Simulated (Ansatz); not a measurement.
`S[SiH2][O][GeH3]`. The species carries charge 0 and has multiplicity 1. Correlated methods include outer-core shells of Ge, which these sets cover unevenly. Scalar relativity is left out up to krypton.

```tsv
atom	x (Å)	y (Å)	z (Å)
S1	0.442	-0.949	-2.088
Si2	-0.174	0.856	-1.120
O3	-0.548	0.635	0.448
Ge4	0.216	-0.362	1.716
H5	-0.774	-1.519	-2.036
H6	-1.373	1.418	-1.782
H7	1.004	1.745	-1.287
H8	-0.278	-1.805	1.550
H9	-0.259	0.253	3.037
H10	1.743	-0.271	1.562
```

(1) Give the diagnostics of a CCSD(T)/def2-TZVPP run (frozen core, Ansatz 0.2.0). (Best estimate.)

Answers

(1) Computed: T1 = 0.0119, largest single amplitude 0.014, largest double 0.018, (T) share of the correlation energy 3.6 %, 9 CCSD cycles. The RHF solution is stable towards an unrestricted one. T1 lies under the customary mark of 0.02 for closed shells.
